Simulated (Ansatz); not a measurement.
Basis sets compared for As₂H₄. The state is a singlet with charge 0. Geometry PBE0-D4/def2-TZVP. Ansatz on 4 threads of Intel Xeon on a shared host; times are rough, and most runs start from earlier orbitals.

```
atom    x (Å)    y (Å)    z (Å)
 As1  -1.2060  -0.1549   0.1606
 As2   1.2054   0.1559  -0.1635
  H3  -1.1545   0.4797   1.5464
  H4  -1.5191   1.1951  -0.4761
  H5   1.5184  -1.1913   0.4792
  H6   1.1557  -0.4845  -1.5467
```

Binding counts from free atoms (As quartet, H doublet) in the same basis, without a counterpoise term.

```tsv
level	functions	energy (Eh)	HOMO (eV)	LUMO (eV)	binding per atom (eV)	wall time
PBE-D4/def2-SVP	84	-4472.9218	-5.87	-1.17	2.44	1.7 s
PBE0-D4/def2-SVP	84	-4473.0553	-6.90	-0.39	2.38	3.7 s
```

Task: Estimate the rows for PBE-D4/def2-TZVP, PBE0-D4/def2-TZVP.

Result: 
| level | functions | energy (Eh) | HOMO (eV) | LUMO (eV) | binding per atom (eV) | wall time |
| --- | --- | --- | --- | --- | --- | --- |
| PBE-D4/def2-TZVP | 120 | -4473.4773 | -5.93 | -1.35 | 2.44 | 2.2 s |
| PBE0-D4/def2-TZVP | 120 | -4473.6091 | -6.93 | -0.57 | 2.39 | 4.4 s |
